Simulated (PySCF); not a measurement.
**Electron correlation in In (indium, neutral)**

[Kr] 4d10 5s2 5p1, 2P determinant. All numbers are calculated (PySCF 2.14, scalar relativity by spin-free X2C-1e, in x2c-SVPall). Frozen: [Kr] 4d10; 3 electrons correlated.

MP2 pair energies summed by pair of shells (mhartree):

| pair | energy | share (%) |
| --- | --- | --- |
| 5s-5s | -15.13 | 61.3 |
| 5s-5p | -9.53 | 38.7 |

Total MP2 correlation energy: -24.66 mhartree.

Same-spin part -1.74 and opposite-spin part -22.92 mhartree; SCS-MP2 scales them by 1/3 and 6/5 to -28.08 mhartree.

```tsv
level	correlation energy (mhartree)
CCSD	-37.01
(T)	-0.38
CCSD(T)	-37.39
```

Diagnostics: T1 = 0.010, D1 = 0.0253, largest double amplitude 0.101.

Cost of the coupled-cluster step: 0.1 s of wall time on 1 thread of Neoverse-V1 (shared host), for 3 correlated electrons.

Iterations:

```
CC2 = 0
CCSD nocc = (np.int64(2), np.int64(1)), nmo = (13, 13)
frozen orbitals [[0, 1, 2, 3, 4, 5, 6, 7, 8, 9, 10, 11, 12, 13, 14, 15, 16, 17, 18, 19, 20, 21, 22], [0, 1, 2, 3, 4, 5, 6, 7, 8, 9, 10, 11, 12, 13, 14, 15, 16, 17, 18, 19, 20, 21, 22]]
max_cycle = 100
direct = 0
conv_tol = 1e-08
conv_tol_normt = 1e-06
diis_space = 8
diis_start_cycle = 0
Init t2, MP2 energy = -0.024659704365285
Init E_corr(UCCSD) = -0.024659704374667
cycle = 1  E_corr(UCCSD) = -0.0325505195770812  dE = -0.0078908152  norm(t1,t2) = 0.0527774
cycle = 2  E_corr(UCCSD) = -0.0352421129118995  dE = -0.00269159333  norm(t1,t2) = 0.0217014
cycle = 3  E_corr(UCCSD) = -0.0370231248342554  dE = -0.00178101192  norm(t1,t2) = 0.00976673
cycle = 4  E_corr(UCCSD) = -0.0370038041456158  dE = 1.93206886e-05  norm(t1,t2) = 0.00122742
cycle = 5  E_corr(UCCSD) = -0.0370165952909553  dE = -1.27911453e-05  norm(t1,t2) = 0.00014527
cycle = 6  E_corr(UCCSD) = -0.0370125648306679  dE = 4.03046029e-06  norm(t1,t2) = 2.24509e-05
cycle = 7  E_corr(UCCSD) = -0.0370141933630746  dE = -1.62853241e-06  norm(t1,t2) = 6.77434e-06
cycle = 8  E_corr(UCCSD) = -0.0370138228962083  dE = 3.70466866e-07  norm(t1,t2) = 1.86545e-06
cycle = 9  E_corr(UCCSD) = -0.0370138275591419  dE = -4.66293364e-09  norm(t1,t2) = 9.82997e-08
UCCSD converged
E(UCCSD) = -5877.651206668256  E_corr = -0.03701382755914191
UCCSD(T) correction = -0.000383289059811699
```
